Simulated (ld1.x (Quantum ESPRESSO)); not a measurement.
An all-electron radial function and its pseudo partner (lithium)

Columns: radius, all-electron u(r) and pseudo u(r) of the 2s shell (level -2.87 eV) of lithium in the configuration [He] 2s1 2p0; PBE, non-relativistic, PAW scheme, ld1.x (Quantum ESPRESSO) 7.5.

| r (bohr) | all-electron | pseudo |
| --- | --- | --- |
| 0.225 | 0.1817 | -0.0590 |
| 0.450 | 0.1627 | -0.1172 |
| 0.675 | 0.0746 | -0.1739 |
| 0.900 | -0.0313 | -0.2282 |
| 1.125 | -0.1341 | -0.2795 |
| 1.350 | -0.2255 | -0.3272 |
| 1.575 | -0.3025 | -0.3705 |
| 1.800 | -0.3653 | -0.4091 |
| 2.025 | -0.4167 | -0.4424 |
| 2.250 | -0.4569 | -0.4701 |
| 2.475 | -0.4863 | -0.4919 |
| 2.700 | -0.5057 | -0.5074 |
| 2.925 | -0.5164 | -0.5166 |
| 3.150 | -0.5193 | -0.5193 |
| 3.375 | -0.5157 | -0.5157 |
| 3.600 | -0.5067 | -0.5067 |
| 3.825 | -0.4932 | -0.4932 |
| 4.050 | -0.4762 | -0.4762 |
| 4.275 | -0.4566 | -0.4566 |
| 4.500 | -0.4352 | -0.4352 |
| 4.725 | -0.4127 | -0.4127 |
| 4.950 | -0.3896 | -0.3896 |
| 5.175 | -0.3664 | -0.3664 |
| 5.400 | -0.3434 | -0.3434 |
| 5.625 | -0.3210 | -0.3210 |
| 5.850 | -0.2993 | -0.2993 |

(1) How many radial nodes do the two functions have?

(2) At about which radius was the pseudo-wave matched?

(3) Is the pseudo-wave norm-conserving?

## Answers

(1) The all-electron 2s function has n − l − 1 = 1; the pseudo-wave has 0, since the states of the same l below it are removed with the core.

(2) 3.15 bohr, where the columns begin to agree (steps of 0.23 bohr).

(3) No, it belongs to a PAW set: the norm inside the radius is not constrained, and the difference is carried by the augmentation charge.
